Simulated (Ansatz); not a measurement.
F₂Mg, charge -1, doublet, geometry from GFN2-xTB (such geometries of metal compounds can be far from the true shape) (a state made from the parent by changing its charge; the spin is typed, not shown lowest) (a gas-phase anion, which may not be bound at this level); R2SCAN/def2-SVPD (Ansatz, an electronic-structure program).

Ansatz was given this input:
Ansatz 0.2 input:
```yaml
crystal:
  periodic: [false, false, false]
  atoms:
    - {symbol: Mg, position_ang: [0.00000000, 0.00000000, 0.00000000]}
    - {symbol: F, position_ang: [0.00000000, 0.00000000, 1.79816197]}
    - {symbol: F, position_ang: [-0.00000000, -0.00000000, -1.79816197]}
basis:
  gaussian:
    orbitals: def2-SVPD
hamiltonian:
  xc: r2scan
total_charge: -1
magnetization: {spin_polarized: true, initial_magnetization: 1}
```

Output, abridged:

```
Functional definition: r2SCAN
578 factors; their error is unknown
mean field evaluation 1: about -10872.8305 eV, gradient 1.4e1 eV
mean field evaluation 2: about -10871.5134 eV, gradient 2.5e1 eV
mean field evaluation 4: about -10873.4918 eV, gradient 2.5e-1 eV
mean field evaluation 8: about -10873.4630 eV, gradient 1.5e-3 eV
mean field evaluation 16: about -10872.3839 eV, gradient 2.1e0 eV
mean field evaluation 32: about -10872.5112 eV, gradient 5.8e-1 eV
mean field -10873.46301643 eV, -399.5923955558 hartree, gradient 1.9e-5 eV, S^2 0.751965; 5 other end points of the search recorded, 0 dependent functions left out
reference -10873.46303795 eV, -399.5923963465 hartree; 16, 15 occupied and 51, 52 virtual orbitals, 578 factors
Total energy: -10873.46303795 eV, -399.5923963465 hartree
```
